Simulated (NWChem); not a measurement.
SiNH$_{2}$F, singlet; SMILES F[Si]N

```xyz
5

Si    -0.6431     0.0508     0.0000
F      0.4575     1.2754     0.0000
N      0.4635    -1.2576     0.0000
H      1.4761    -1.1585     0.0000
H      0.1656    -2.2277     0.0000
```
Atoms are numbered in this order, from 1.

Computed with NWChem. Medium grid unless said otherwise, to which SCAN and Minnesota functionals are sensitive. Low-valent species are run as closed-shell singlets; no triplet was tried in these runs. Geometry: optimised at PBE0/def2-SVP.

For level BLYP/def2-SVP:

| Quantity | Result |
|---|---|
| highest occupied level (eV) | -5.72 |
| orbital gap (eV) | 4.17 |
| dipole (D) | 2.50 |

Problem. How do the values read with level r2SCAN0/def2-SVP instead?

Solution. 
| Property | Value |
|---|---|
| highest occupied level (eV) | -7.24 |
| orbital gap (eV) | 6.34 |
| dipole (D) | 2.61 |
